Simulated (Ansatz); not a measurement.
A run for Ansatz (a quantum-chemistry and plane-wave program): U-CCSD(T)/def2-SVP on HISi (SMILES [SiH]I), a point of a bond scan (R = 1.370 Å). Elements past Kr take the def2 small-core potentials; no spin–orbit coupling. The run froze 14 orbitals, filled d shells among them.

Ansatz 0.2 input:
```yaml
crystal:
  periodic: [false, false, false]
  atoms:
    - {symbol: Si, position_ang: [-1.12141345, -0.93268242, 1.27808734]}
    - {symbol: H, position_ang: [-1.99690480, -1.34093485, 0.30631827]}
    - {symbol: I, position_ang: [0.33573528, 0.27252548, -0.34135031]}
basis:
  gaussian:
    orbitals: def2-SVP
correlation: {method: ccsd_t, electrons: outside_noble_gas}
scf: {omitted_lower_state_checks: [cluster_reference]}
magnetization: {spin_polarized: true, initial_magnetization: 0}
```

**Question.** What total energy does the run end on?

**Answer.** -586.2624 hartree (reference determinant -586.0531, T1 diagnostic 0.067). Its determinant has ⟨S²⟩ = 0.27, a mixture of spin states.
